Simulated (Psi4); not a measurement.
H₃FOS₂Si (SMILES O[Si](F)(S)S), singlet, at a GFN2-xTB geometry. Base run: Psi4 with CCSD(T)/cc-pVDZ.

Here is a job for Psi4.
```
memory 2 GB

molecule {
0 1
O    -0.33364030   -0.71151945    1.64266042
Si   -0.26949225   -0.12183502    0.14370161
F    -1.72136459   -0.34755819   -0.50582649
S     1.23192561   -1.27712598   -0.82584637
S     0.04745296    1.98484783    0.00982147
H    -0.97854403   -0.41873312    2.28383970
H     1.08469920   -2.32373272   -0.02964656
H     1.35808261    1.94478593    0.20153795
}

set {
  basis cc-pvdz
  freeze_core true
}

energy('ccsd(t)')
print_variables()
```

Variants of this job, named by their change:

```json
[
 {"change": "base", "ΔE vs base (kcal/mol)": "0.000", "MP2 correlation (Eh)": "-0.72811", "basis functions": "97", "core-seconds (rough)": "200"},
 {"change": "method = mp4", "ΔE vs base (kcal/mol)": "-0.534", "MP2 correlation (Eh)": "-0.72811", "basis functions": "97", "core-seconds (rough)": "100"},
 {"change": "method = qcisd(t)", "ΔE vs base (kcal/mol)": "-0.386", "MP2 correlation (Eh)": "-0.72811", "basis functions": "97", "core-seconds (rough)": "100"},
 {"change": "method = dlpno-mp2", "ΔE vs base (kcal/mol)": "36.97", "MP2 correlation (Eh)": "-0.72793", "basis functions": "97", "core-seconds (rough)": "10"},
 {"change": "method = mp2", "ΔE vs base (kcal/mol)": "36.91", "MP2 correlation (Eh)": "-0.72803", "basis functions": "97", "core-seconds (rough)": "7"},
 {"change": "method = fno-ccsd(t)", "ΔE vs base (kcal/mol)": "0.000", "MP2 correlation (Eh)": "-0.72811", "basis functions": "97", "core-seconds (rough)": "100"},
 {"change": "method = ccsd", "ΔE vs base (kcal/mol)": "11.16", "MP2 correlation (Eh)": "-0.72811", "basis functions": "97", "core-seconds (rough)": "100"},
 {"change": "method = mp3", "ΔE vs base (kcal/mol)": "16.61", "MP2 correlation (Eh)": "-0.72803", "basis functions": "97", "core-seconds (rough)": "10"}
]
```
